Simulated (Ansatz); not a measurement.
# C4H10OSi: where a starting geometry ends

The starting geometry of this gas-phase singlet was optimised with GFN2-xTB; its bonds are those of `O[C@@H]1CC[C@H]1[SiH3]`.

```yaml
atoms:
  - { symbol: C, position_ang: [-1.3092, 1.8909, 0.1984] }
  - { symbol: C, position_ang: [-1.3233, 0.4062, -0.1838] }
  - { symbol: C, position_ang: [0.1935, 0.4621, -0.4049] }
  - { symbol: C, position_ang: [0.2352, 1.8308, 0.3064] }
  - { symbol: O, position_ang: [-2.0225, 2.1756, 1.3708] }
  - { symbol: Si, position_ang: [1.2426, 3.2268, -0.4828] }
  - { symbol: H, position_ang: [-1.8645, 3.0923, 1.6194] }
  - { symbol: H, position_ang: [-1.6475, 2.5385, -0.6230] }
  - { symbol: H, position_ang: [-1.9375, 0.1345, -1.0391] }
  - { symbol: H, position_ang: [-1.6050, -0.2019, 0.6725] }
  - { symbol: H, position_ang: [0.4577, 0.5267, -1.4593] }
  - { symbol: H, position_ang: [0.7756, -0.3338, 0.0549] }
  - { symbol: H, position_ang: [0.5016, 1.6934, 1.3572] }
  - { symbol: H, position_ang: [0.8228, 3.3840, -1.8773] }
  - { symbol: H, position_ang: [0.9837, 4.4729, 0.2456] }
  - { symbol: H, position_ang: [2.6650, 2.8929, -0.4226] }
```

Question: Predict what it relaxes into with r2SCAN-D4/def2-SVP.

Answer: It keeps its bonds, and is `O[C@@H]1CC[C@H]1[SiH3]`.

The energy falls by 0.10 eV over 10 steps:

```json
{"step": "1", "E − E(last) (eV)": "0.102"}
{"step": "2", "E − E(last) (eV)": "0.033"}
{"step": "3", "E − E(last) (eV)": "0.019"}
{"step": "4", "E − E(last) (eV)": "0.014"}
{"step": "5", "E − E(last) (eV)": "0.008"}
{"step": "6", "E − E(last) (eV)": "0.001"}
{"step": "7", "E − E(last) (eV)": "0.000"}
{"step": "8", "E − E(last) (eV)": "0.000"}
{"step": "9", "E − E(last) (eV)": "0.000"}
{"step": "10", "E − E(last) (eV)": "0.000"}
```

Final geometry (Å):

```yaml
atoms:
  - { symbol: C, position_ang: [-1.3101, 1.8683, 0.1919] }
  - { symbol: C, position_ang: [-1.3259, 0.3584, -0.0716] }
  - { symbol: C, position_ang: [0.1512, 0.4587, -0.5140] }
  - { symbol: C, position_ang: [0.2526, 1.8018, 0.2673] }
  - { symbol: O, position_ang: [-2.0278, 2.2730, 1.3213] }
  - { symbol: Si, position_ang: [1.2915, 3.2276, -0.3873] }
  - { symbol: H, position_ang: [-2.0374, 3.2387, 1.3452] }
  - { symbol: H, position_ang: [-1.6303, 2.4251, -0.7150] }
  - { symbol: H, position_ang: [-2.0736, -0.0447, -0.7733] }
  - { symbol: H, position_ang: [-1.4160, -0.1634, 0.8949] }
  - { symbol: H, position_ang: [0.2449, 0.6046, -1.6034] }
  - { symbol: H, position_ang: [0.8337, -0.3506, -0.2136] }
  - { symbol: H, position_ang: [0.5079, 1.5918, 1.3220] }
  - { symbol: H, position_ang: [0.9370, 3.4865, -1.8189] }
  - { symbol: H, position_ang: [1.0135, 4.4761, 0.3932] }
  - { symbol: H, position_ang: [2.7568, 2.9401, -0.3064] }
```

No frequencies were run, so the end isn't proven a minimum. Run with Ansatz 0.2.0, 2 min on 2 threads of AMD EPYC (Zen 3), with other jobs on the host.
